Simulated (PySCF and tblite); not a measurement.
The numbers below are computed, except where a source is named.
System: C₇H₁₂O, numbered as in [CH3:1][C:2]1([CH3:3])[CH2:4][CH2:5][C:6](=[O:7])[CH2:8]1.

For the inversion of the 5-membered ring (2–4–5–6–8): electronic barrier 3.47 kcal/mol, zero-point change 0.03 kcal/mol, thermal and entropy terms at 298.15 K a further 0.47 kcal/mol (symmetry numbers apart). The minimum is C1, the saddle C1. Level: CAM-B3LYP/pcSseg-1 + D3(BJ) on GFN2-xTB stationary points, with GFN2-xTB thermal terms. Rates follow Eyring's equation with the number of equivalent paths and no tunnelling. Run with tblite and PySCF.

Question: How many equivalent paths lead out of the minimum?

Answer: 2: the symmetry number of the minimum is 1, that of the saddle displaced along its mode 1, and since the end is the start again or its mirror image, the same path run backwards is a second way out.

Question: Work out the rate at 298.15 K.

Answer: ΔG‡ = 3.97 kcal/mol; k_B T/h = 6.2×10¹² s⁻¹; exp(−ΔG‡/RT) = 0.0012; times 2 gives k = 1.5×10¹⁰ s⁻¹. Wigner's tunnelling factor for the 85i cm⁻¹ mode would be 1.01.
